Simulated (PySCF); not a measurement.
# Dipole moment and polarisability across levels of theory

C2H9BS.
InChI=1S/C2H9BS/c1-4(2)3/h1-3H3

PySCF, dipoles from the SCF density, polarisabilities from static response with core orbitals frozen. Isolated species at its PBE0-D3(BJ)/def2-SVP geometry, gas phase.

Compare the levels for these properties.

```
              level  μ (D)  α (Å³)  anisotropy (Å³)
      LDA/def2-SVPD  4.572   10.51             2.33
      PBE/def2-SVPD  4.595   10.30             2.29
    B3LYP/def2-SVPD  4.679   10.01             2.14
     PBE0/def2-SVPD  4.700    9.92             2.14
BHandHLYP/def2-SVPD  4.773    9.66             2.01
CAM-B3LYP/def2-SVPD  4.745    9.86             2.05
  wB97X-D/def2-SVPD  4.752    9.84             2.04
  LC-wPBE/def2-SVPD  4.813    9.58             1.98
       HF/def2-SVPD  4.925    9.32             1.85
        PBE0/6-31G*  4.784    8.18             2.07
       PBE0/6-31+G*  4.873    9.08             1.94
      PBE0/def2-SVP  4.880    8.43             2.33
   PBE0/aug-cc-pVDZ  4.674   10.10             2.15
     PBE0/def2-TZVP  4.705    9.58             2.33
    PBE0/def2-TZVPD  4.640   10.11             2.21
```

The anisotropy is √(½[(α1 − α2)² + (α2 − α3)² + (α3 − α1)²]). The dipole runs from 4.57 D (LDA/def2-SVPD) to 4.93 D (HF/def2-SVPD). No reference polarisability is at hand; against PBE0 in the largest diffuse basis at hand (def2-TZVPD) the other PBE0 rows deviate by 6-31G* -19%, 6-31+G* -10%, def2-SVP -17%, def2-SVPD -2%, aug-cc-pVDZ 0%, def2-TZVP -5%. In one basis (def2-SVPD) the functionals order the polarisability from HF (lowest) to LDA (highest), a spread of 13%. With PBE0 the polarisability is 8.73 Å³ without diffuse functions (mean of 6-31G*, def2-SVP and def2-TZVP) and 9.80 Å³ with them (mean of 6-31+G*, def2-SVPD, aug-cc-pVDZ and def2-TZVPD).

Without π bonds the low states are Rydberg-like; a valence basis with one diffuse set may place them up to an eV too high.
